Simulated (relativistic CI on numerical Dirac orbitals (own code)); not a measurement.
Co⁺ (3d8) in a crystal field

Calculated by Dirac-Coulomb-Breit CI, KLI orbitals optimised for each configuration, a model potential for QED, valence Slater integrals scaled by 0.8, one configuration in a parametric crystal field (own radial code).

Field parameters in Wybourne normalisation: D4h B²₀ = −7Ds, B⁴₀ = 21(Dq − Dt), B⁴₄ = 21√(5/14) Dq. The field is a parameter set, without covalency.

S is read from ⟨S²⟩ = S(S + 1).

Levels (cm⁻¹, degeneracy): 0 (1), 52 (2), 249 (1), 299 (1), 919 (2), 928 (1), 1312 (1), 5057 (1), 5215 (2), 7591 (1), 8238 (1), 8331 (2).

Problem. Which field gives this pattern?
A. D4h, 10Dq = 8850, Ds = 2590, Dt = 840 cm⁻¹
B. D4h, 10Dq = 8850, Ds = 2180, Dt = 840 cm⁻¹
C. D4h, 10Dq = 8850, Ds = 1360, Dt = 840 cm⁻¹
D. D4h, 10Dq = 8850, Ds = -680, Dt = 840 cm⁻¹

Solution. C. D4h, 10Dq = 8850, Ds = 1360, Dt = 840 cm⁻¹, ground level with S = 1.00.
